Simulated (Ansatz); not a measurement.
Reaction (formal hydrolysis of the Al–F bond): `[OH][Al]([F])[Cl]` + H₂O → `[OH][Al]([OH])[Cl]` + H–F

Isolated molecules relaxed with PBE0-D4/def2-TZVP in Ansatz; ΔE leaves out vibrations. CCSD(T)/CBS is frozen-core, at the limit of the def2 triple- and quadruple-zeta sets. One conformer a species, not always the lowest.

```csv
species,CCSD/def2-TZVPP energy (Eh)
`[OH][Al]([F])[Cl]`,-877.39253
H₂O,-76.32939
`[OH][Al]([OH])[Cl]`,-853.36685
H–F,-100.33828
```

(1) Work out ΔE.

Largest T1 diagnostic among the species: 0.011.

## Answers

(1) ΔE = (-853.36685) + (-100.33828) − (-877.39253) − (-76.32939) = 0.01679 Eh = +10.5 kcal/mol. CCSD(T)/CBS gives +10.9 kcal/mol.

Leaving LDA and LC-ωPBE aside and taking each functional with its dispersion term where it has one, the values, not all of them listed here, spread over 1.4 kcal/mol, from HSE06-D4 to B97M-V. LDA lies −1.2 kcal/mol from PBE without D4. At CCSD(T), def2-SVP lies +1.0 kcal/mol from the extrapolated value and def2-TZVPP −0.6 kcal/mol.
